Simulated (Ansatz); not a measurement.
Start from `CC(C)[SiH2]Cl` and change one atom or group to get `CC(C)F`.

Ansatz, PBE0-D4/def2-TZVP geometries, multiplicity 1. Each molecule was computed in one conformer, which needn't be the lowest.

```
                                      property  `CC(C)[SiH2]Cl`
            LUMO energy (PBE0/def2-TZVPP) / eV             0.38
         HOMO–LUMO gap (B3LYP/def2-TZVPP) / eV             8.16
       HOMO–LUMO gap (ωB97M-V/def2-TZVPP) / eV            12.50
zero-point energy (PBE0-D4/def2-TZVP) / kJ/mol            295.3
           HOMO energy (B3LYP/def2-TZVPP) / eV            -8.00
           LUMO energy (B3LYP/def2-TZVPP) / eV             0.16
```

**Question.** What does the change do to each property? (An estimate is asked.)

**Answer.** Computed: 
| property | `CC(C)F` | shift |
| --- | --- | --- |
| LUMO energy (PBE0/def2-TZVPP) / eV | 1.27 | 0.89 |
| HOMO–LUMO gap (B3LYP/def2-TZVPP) / eV | 9.88 | 1.72 |
| HOMO–LUMO gap (ωB97M-V/def2-TZVPP) / eV | 14.25 | 1.75 |
| zero-point energy (PBE0-D4/def2-TZVP) / kJ/mol | 251.8 | -43.5 |
| HOMO energy (B3LYP/def2-TZVPP) / eV | -8.97 | -0.97 |
| LUMO energy (B3LYP/def2-TZVPP) / eV | 0.91 | 0.75 |

With PBE0 the HOMO falls by 0.98 eV and the LUMO rises by 0.89 eV, so the gap widens by about 1.87 eV. PBE moves the HOMO by -0.58 eV and ωB97M-V by -1.17 eV. The zero-point energy changes by -43.5 kJ/mol with -9 modes.

B3LYP here is the variant with VWN-RPA as its local correlation; programs differ in this.
